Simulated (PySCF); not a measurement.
Electron correlation in Zr²⁺ (zirconium, charge +2)

[Kr] 4d1 5s1, 5s spin antiparallel (an excited configuration). Calculation: PySCF 2.14, in def2-QZVPPD with the def2 core potential (28 electrons) (7s5p4d3f2g, 81 functions); a scalar-relativistic core potential. Frozen: 4s2 4p6; 2 electrons correlated.

Total MP2 correlation energy: -9.61 mhartree.

Same-spin part 0.00 and opposite-spin part -9.61 mhartree; SCS-MP2 scales them by 1/3 and 6/5 to -11.53 mhartree.
